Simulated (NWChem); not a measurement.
System: AlH3O3; SMILES [OH][Al]([OH])[OH]

Here is an NWChem input.

```
start job
memory heap 200 mb stack 900 mb global 1100 mb
geometry units angstroms noautoz
  Al     0.000000     0.000000     0.000000
  O     -1.471187     0.842905     0.000000
  H     -1.533537     1.798950     0.000000
  O      1.465571     0.852633     0.000000
  H      2.324705     0.428607     0.000000
  O      0.005616    -1.695538     0.000000
  H     -0.791168    -2.227557     0.000000
end
basis spherical
  Al library def2-svp
  O library def2-svp
  H library def2-svp
end
dft
  xc b3lyp
  iterations 150
  grid xfine
end
task dft gradient
```

Parts of the log:

```
             Northwest Computational Chemistry Package (NWChem) 7.3.0
             --------------------------------------------------------

 C3H symmetry detected

                             Geometry "geometry" -> ""
                             -------------------------

 Output coordinates in angstroms (scale by  1.889725989 to convert to a.u.)

  No.       Tag          Charge          X              Y              Z
 ---- ---------------- ---------- -------------- -------------- --------------
    1 Al                  13.0000    -0.00000000     0.00000000     0.00000000
    2 O                    8.0000    -1.62237580    -0.49272452     0.00000000
    3 H                    1.0000    -2.36096296     0.11751992     0.00000000
    4 O                    8.0000     0.38447595     1.65138092     0.00000000
    5 H                    1.0000     1.28225671     1.98589395     0.00000000
    6 O                    8.0000     1.23789985    -1.15865640     0.00000000
    7 H                    1.0000     1.07870625    -2.10341386     0.00000000

 Effective nuclear repulsion energy (a.u.)     161.7097989041

      Symmetry information
      --------------------

 Group name             C3h
 Group number             22
 Group order               6
 No. of unique centers     3

                                 NWChem DFT Module
                                 -----------------

 Summary of "ao basis" -> "ao basis" (spherical)
 ------------------------------------------------------------------------------
       Tag                 Description            Shells   Functions and Types
 ---------------- ------------------------------  ------  ---------------------
 Al                         def2-svp                 8       18   4s3p1d
 O                          def2-svp                 6       14   3s2p1d
 H                          def2-svp                 3        5   2s1p

      Symmetry analysis of basis
      --------------------------

        a'         19
        e'+        18
        e'-        18
        a"          8
        e"+         6
        e"-         6

  Rotation of axis

            General Information
            -------------------
          SCF calculation type: DFT
          Wavefunction type:  closed shell.
          No. of atoms     :     7
          No. of electrons :    40
           Alpha electrons :    20
            Beta electrons :    20
          Charge           :     0
          Spin multiplicity:     1
          Use of symmetry is: on ; symmetry adaption is: on
          Maximum number of iterations: 150
          AO basis - number of functions:    75
                     number of shells:    35
          Convergence on energy requested:  1.00D-06
          Convergence on density requested:  1.00D-05
          Convergence on gradient requested:  5.00D-04

              XC Information
              --------------
                         B3LYP Method XC Potential
                     Hartree-Fock (Exact) Exchange  0.200
                        Slater Exchange Functional  0.800 local
                    Becke 1988 Exchange Functional  0.720 non-local
              Lee-Yang-Parr Correlation Functional  0.810
                  VWN I RPA Correlation Functional  0.190 local

             Grid Information
             ----------------
          Grid used for XC integration:  xfine
          Radial quadrature: Mura-Knowles
          Angular quadrature: Lebedev.
          Tag              B.-S. Rad. Rad. Pts. Rad. Cut. Ang. Pts.
          ---              ---------- --------- --------- ---------
          Al                  1.25      125           9.0      1454
          O                   0.60      100          11.0      1454
          H                   0.35      100          11.0      1202
          Grid pruning is: on
          Number of quadrature shells:   325
          Spatial weights used:  Erf1

      Superposition of Atomic Density Guess
      -------------------------------------

 Sum of atomic energies:        -467.36271585

      Non-variational initial energy
      ------------------------------

 Total energy =    -468.159267
 1-e energy   =    -967.951760
 2-e energy   =     338.082694
 HOMO         =      -0.505275
 LUMO         =      -0.056551

      Symmetry analysis of molecular orbitals - initial
      -------------------------------------------------

  Numbering of irreducible representations:

     1 a'          2 e'+         3 e'-         4 a"          5 e"+
     6 e"-

  Orbital symmetries:

     1 a'          2 a'          3 e'+         4 e'+         5 a'
     6 e'+         7 e'+         8 a"          9 a'         10 e'+
    11 e'+        12 a'         13 e'+        14 e'+        15 a'
    16 e'+        17 e'+        18 a"         19 e"+        20 e"+
    21 a'         22 a"         23 e'+        24 e'+        25 a'
    26 e'+        27 e'+        28 a'         29 a"         30 e'+

   convergence    iter        energy       DeltaE   RMS-Dens  Diis-err
 ---------------- ----- ----------------- --------- --------- ---------
 d= 0,ls=0.0,diis     1   -469.7047912763 -6.31D+02  1.84D-02  1.22D+00
 d= 0,ls=0.0,diis     2   -469.5904769299  1.14D-01  1.04D-02  2.61D+00
 d= 0,ls=0.0,diis     3   -469.8338253348 -2.43D-01  8.91D-04  1.41D-02
 d= 0,ls=0.0,diis     4   -469.8351646935 -1.34D-03  1.72D-04  2.57D-04
 d= 0,ls=0.0,diis     5   -469.8351923533 -2.77D-05  3.38D-05  6.32D-06
 d= 0,ls=0.0,diis     6   -469.8351930555 -7.02D-07  5.97D-06  2.69D-07

         Total DFT energy =     -469.835193055542
      One electron energy =     -973.036582244227
           Coulomb energy =      387.260450320881
    Exchange-Corr. energy =      -45.768860036259
 Nuclear repulsion energy =      161.709798904063

 Numeric. integr. density =       39.999999778379

                  Occupations of the irreducible representations
                  ----------------------------------------------

                     irrep           alpha         beta
                     --------     --------     --------
                     a'                6.0          6.0
                     e'+              10.0         10.0
                     e'-               0.0          0.0
                     a"                2.0          2.0
                     e"+               2.0          2.0
                     e"-               0.0          0.0

                       DFT Final Molecular Orbital Analysis
                       ------------------------------------

 Vector   18  Occ=2.000000D+00  E=-3.297602D-01  Symmetry=e'+
              MO Center=  1.3D-01, -8.2D-01,  3.6D-15, r^2= 2.9D+00
   Bfn.  Coefficient  Atom+Function         Bfn.  Coefficient  Atom+Function
  ----- ------------  ---------------      ----- ------------  ---------------
    60      0.458586  6 O  px                63      0.319523  6 O  px
    23      0.306433  2 O  py                26      0.218161  2 O  py
    22      0.215626  2 O  px                25      0.139389  2 O  px
    12      0.109593  1 Al py                59      0.108408  6 O  s
     8     -0.104055  1 Al px                58      0.083300  6 O  s

 Vector   19  Occ=2.000000D+00  E=-3.036571D-01  Symmetry=e"+
              MO Center=  5.7D-01, -5.9D-01, -2.8D-15, r^2= 2.7D+00
   Bfn.  Coefficient  Atom+Function         Bfn.  Coefficient  Atom+Function
  ----- ------------  ---------------      ----- ------------  ---------------
    62      0.508059  6 O  pz                65      0.396151  6 O  pz
    24     -0.263292  2 O  pz                43     -0.244767  4 O  pz
    27     -0.206072  2 O  pz                46     -0.190079  4 O  pz
    17     -0.058473  1 Al d  1              15     -0.056714  1 Al d -1

 Vector   20  Occ=2.000000D+00  E=-3.036571D-01  Symmetry=e"+
              MO Center= -5.7D-01,  5.9D-01,  1.0D-16, r^2= 2.7D+00
   Bfn.  Coefficient  Atom+Function         Bfn.  Coefficient  Atom+Function
  ----- ------------  ---------------      ----- ------------  ---------------
    43     -0.445339  4 O  pz                24      0.434644  2 O  pz
    46     -0.347693  4 O  pz                27      0.338460  2 O  pz
    15     -0.058473  1 Al d -1              17      0.056714  1 Al d  1

 Vector   21  Occ=0.000000D+00  E=-1.767851D-02  Symmetry=a'
              MO Center= -4.6D-16,  4.0D-16,  1.9D-18, r^2= 5.3D+00
   Bfn.  Coefficient  Atom+Function         Bfn.  Coefficient  Atom+Function
  ----- ------------  ---------------      ----- ------------  ---------------
     4      1.148983  1 Al s                 21     -0.365581  2 O  s
    40     -0.365581  4 O  s                 59     -0.365581  6 O  s
     2      0.160752  1 Al s                 34      0.154730  3 H  s
    53      0.154730  5 H  s                 72      0.154730  7 H  s
    20     -0.136563  2 O  s                 39     -0.136563  4 O  s

 Vector   22  Occ=0.000000D+00  E= 4.032432D-02  Symmetry=a"
              MO Center= -1.1D-15,  2.6D-16,  1.2D-17, r^2= 4.2D+00
   Bfn.  Coefficient  Atom+Function         Bfn.  Coefficient  Atom+Function
  ----- ------------  ---------------      ----- ------------  ---------------
    13      0.888744  1 Al pz                10      0.276118  1 Al pz
    27     -0.222068  2 O  pz                46     -0.222068  4 O  pz
    65     -0.222068  6 O  pz                24     -0.209671  2 O  pz
    43     -0.209671  4 O  pz                62     -0.209671  6 O  pz
     7     -0.154678  1 Al pz

 Vector   23  Occ=0.000000D+00  E= 7.455275D-02  Symmetry=e'+
              MO Center= -3.5D-01,  8.1D-01,  2.4D-17, r^2= 7.0D+00
   Bfn.  Coefficient  Atom+Function         Bfn.  Coefficient  Atom+Function
  ----- ------------  ---------------      ----- ------------  ---------------
    34      0.761448  3 H  s                 53     -0.706090  5 H  s
    21     -0.685688  2 O  s                 40      0.566925  4 O  s
    11     -0.405501  1 Al px                12     -0.306651  1 Al py
    44      0.251184  4 O  px                41      0.198072  4 O  px
    25      0.163322  2 O  px                33      0.133511  3 H  s

     Multipole analysis of the density
     ---------------------------------

     L   x y z        total         alpha         beta         nuclear
     -   - - -        -----         -----         ----         -------
     0   0 0 0     -0.000000    -20.000000    -20.000000     40.000000

     1   1 0 0     -0.000000     -0.000000     -0.000000     -0.000000
     1   0 1 0     -0.000000     -0.000000     -0.000000      0.000000
     1   0 0 1     -0.000000     -0.000000     -0.000000      0.000000

     2   2 0 0    -19.989931    -86.559484    -86.559484    153.129037
     2   1 1 0      0.000000      0.000000      0.000000      0.000000
     2   1 0 1     -0.000000     -0.000000     -0.000000      0.000000
     2   0 2 0    -19.989931    -86.559484    -86.559484    153.129037
     2   0 1 1      0.000000      0.000000      0.000000      0.000000
     2   0 0 2    -19.842605     -9.921302     -9.921302      0.000000

            General Information
            -------------------
          SCF calculation type: DFT
          Wavefunction type:  closed shell.
          No. of atoms     :     7
          No. of electrons :    40
           Alpha electrons :    20
            Beta electrons :    20
          Charge           :     0
          Spin multiplicity:     1
          Use of symmetry is: on ; symmetry adaption is: on
          Maximum number of iterations: 150
          AO basis - number of functions:    75
                     number of shells:    35
          Convergence on energy requested:  1.00D-06
          Convergence on density requested:  1.00D-05
          Convergence on gradient requested:  5.00D-04

              XC Information
              --------------
                         B3LYP Method XC Potential
                     Hartree-Fock (Exact) Exchange  0.200
                        Slater Exchange Functional  0.800 local
                    Becke 1988 Exchange Functional  0.720 non-local
              Lee-Yang-Parr Correlation Functional  0.810
                  VWN I RPA Correlation Functional  0.190 local

             Grid Information
             ----------------
          Grid used for XC integration:  xfine
          Radial quadrature: Mura-Knowles
          Angular quadrature: Lebedev.
          Tag              B.-S. Rad. Rad. Pts. Rad. Cut. Ang. Pts.
          ---              ---------- --------- --------- ---------
          Al                  1.25      125           9.0      1454
          O                   0.60      100          11.0      1454
          H                   0.35      100          11.0      1202
          Grid pruning is: on
          Number of quadrature shells:   325
          Spatial weights used:  Erf1

          Convergence Information
          -----------------------
          Convergence aids based upon iterative change in
          total energy or number of iterations.
          Levelshifting, if invoked, occurs when the
          HOMO/LUMO gap drops below (HL_TOL):  1.00D-02
          DIIS, if invoked, will attempt to extrapolate
          using up to (NFOCK): 10 stored Fock matrices.

                    Damping( 0%)  Levelshifting(0.5)       DIIS
                  --------------- ------------------- ---------------
          dE  on:    start            ASAP                start
          dE off:    2 iters        150 iters           150 iters

                            NWChem DFT Gradient Module
                            --------------------------

  charge          =   0.00
  wavefunction    = closed shell

  Rotation of axis
  Using symmetry

                         DFT ENERGY GRADIENTS

    atom               coordinates                        gradient
                 x          y          z           x          y          z
   1 Al     -0.000000   0.000000   0.000000   -0.000000   0.000000   0.000000
   2 O      -3.065846  -0.931114   0.000000   -0.000759   0.002304   0.000000
   3 H      -4.461573   0.222080   0.000000    0.002750  -0.001878   0.000000
   4 O       0.726554   3.120657   0.000000    0.002375  -0.000494   0.000000
   5 H       2.423114   3.752795   0.000000   -0.003002  -0.001442   0.000000
   6 O       2.339292  -2.189543   0.000000   -0.001615  -0.001809   0.000000
   7 H       2.038459  -3.974876   0.000000    0.000252   0.003321   0.000000
```

Level: B3LYP/def2-SVP. Coordinates come from a PBE0/def2-SVP optimisation. B3LYP is NWChem's, with the RPA form of VWN correlation.
